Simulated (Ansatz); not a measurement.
`COC1=NC1` + `N=CBr` → `C/N=C\Br` + `OC1=NC1`  (substitution at a C–O bond)

Isolated molecules relaxed with PBE0-D4/def2-TZVP in Ansatz; ΔE leaves out vibrations. CBS: MP2 limit from def2 TZ/QZ plus the TZ coupled-cluster correction, frozen cores. Functionals use def2-TZVPP. For Br outer-core shells are correlated without core-valence functions, which leaves a few kJ/mol of doubt a bond. Scalar relativity is left out up to krypton. Each species was taken in one conformer, which may not be the lowest.

`COC1=NC1`:

Z-matrix (Å, degrees):
```
C
O 1 1.433
H 1 1.091 2 110.1
H 1 1.087 2 106.1 3 119.6
H 1 1.091 2 110.1 3 -120.8
C 2 1.306 1 113.3 3 60.6
C 6 1.422 2 147.1 1 180.0
N 6 1.249 2 141.9 1 0.0
H 7 1.087 6 120.8 2 80.2
H 7 1.087 6 120.8 2 -80.1
```

`N=CBr`:

Cartesian coordinates in Å:
```
N -0.977 -0.193 -0.139
C 0.242 0.022 -0.003
Br 1.502 -0.701 -1.223
H -1.512 0.266 0.597
H 0.746 0.607 0.768
```

`C/N=C\Br`:

```xyz
8

C     0.628   -0.685    0.549
N     0.558    0.313   -0.477
C    -0.470    0.905   -0.820
Br   -2.256    0.662   -0.088
H     1.024   -1.605    0.112
H    -0.337   -0.890    1.022
H     1.344   -0.356    1.305
H    -0.492    1.657   -1.602
```

`OC1=NC1`:

Z-matrix (Å, degrees):
```
C
C 1 1.421
N 1 1.559 2 49.1
H 1 1.087 2 120.8 3 99.7
H 1 1.087 2 120.8 3 -99.7
O 2 1.314 1 146.5 3 180.0
H 6 0.968 2 108.5 1 -180.0
```

```
   species  PBE energy (Eh)
`COC1=NC1`       -247.02268
   `N=CBr`      -2667.73241
`C/N=C\Br`      -2707.00580
 `OC1=NC1`       -207.76611
```

(1) Work out ΔE.

Largest T1 diagnostic among the species: 0.013.

Answers

(1) ΔE = (-2707.00580) + (-207.76611) − (-247.02268) − (-2667.73241) = -0.01682 Eh = -44.2 kJ/mol. CCSD(T)/CBS gives -36.7 kJ/mol.

In def2-TZVPP, CCSD(T) changes the Hartree–Fock value by −12.5 kJ/mol (the triples alone add −2.6 kJ/mol) and MP2 by −17.7 kJ/mol. From PBE to PBE0 (25 % exact exchange), in def2-TZVPP and without D4, ΔE moves by +3.6 kJ/mol.
